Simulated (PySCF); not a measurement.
## MO₂ across group 15

Level: PBE0, basis family def2-TZVP, scalar-relativistic core potentials from Rb on and no relativity for lighter atoms.

Each entry is the lowest minimum that a search over a few typed start shapes (and spin states, where more than one is plausible) found, or that minimum re-optimised at the stated level; isomers with ligand–ligand bonds, or fragments after loss of a ligand pair, can lie lower. Open shells are unrestricted; no spin–orbit coupling; PySCF with density fitting.

```
molecule  2S+1  point group  mean bond to the central atom (Å)  lowest ω (cm⁻¹)  distinct angles (°)  highest ω (cm⁻¹)  polar-tensor charge of the central atom
     NO₂     2          C2v                              1.183              782                  135              1784                                     0.83
     PO₂     2          C2v                              1.465              396                  135              1375                                     0.85
    AsO₂     2          C2v                              1.626              282                  126               917                                     0.65
    BiO₂     2           Cs                              1.978              159                  101               805                                     1.07
```

Spin–orbit coupling can matter for BiO₂.

Left out of the table are members whose search was unfinished or whose lowest solution was spin-contaminated, unstable, very soft or bonded differently.
